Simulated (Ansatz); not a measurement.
Reaction (hydrogenolysis of a Ge–Si bond): `[OH][Ge]([SiH3])([Cl])[Cl]` + H₂ → `[OH][GeH]([Cl])[Cl]` + SiH₄

Isolated molecules relaxed with PBE0-D4/def2-TZVP in Ansatz; ΔE leaves out vibrations. CCSD(T)/CBS is the MP2 limit (def2-TZVPP, def2-QZVPP) plus CCSD(T) − MP2 in def2-TZVPP, frozen cores. This one scheme is used for every species. Functionals use def2-TZVPP. For Ge outer-core shells are correlated without core-valence functions, which leaves a few kJ/mol of doubt a bond. Scalar relativity is left out up to krypton. Each species was taken in one conformer, which may not be the lowest.

```tsv
level	ΔE (kJ/mol)
r2SCAN-D4	8.8
PBE0-D4	9.6
```

(1) What does CCSD(T)/CBS give? (Estimate.)

(2) What do rigid-rotor, harmonic-oscillator terms from PBE0-D4/def2-TZVP frequencies (298.15 K, 1 bar) make of the CCSD(T)/CBS value? (Best estimate.)

Largest T1 diagnostic among the species: 0.011.

Answers

(1) Ansatz gave: +5.6 kJ/mol. The listed levels differ from it by 3.2, 4.0 kJ/mol.

(2) Ansatz gave: ΔZPE = +10.8 kJ/mol, ΔH = +10.3 kJ/mol, ΔS = 8 J/(mol·K), ΔG = +7.8 kJ/mol.

In def2-TZVPP, CCSD(T) changes the Hartree–Fock value by +27.7 kJ/mol (the triples alone add +5.2 kJ/mol) and MP2 by +31.7 kJ/mol. From PBE to PBE0 (25 % exact exchange), in def2-TZVPP and without D4, ΔE moves by −6.5 kJ/mol.

CCSD(T)/CBS has its own doubt, a few kJ/mol and more with outer-core shells, so smaller differences from it don't rank the levels.
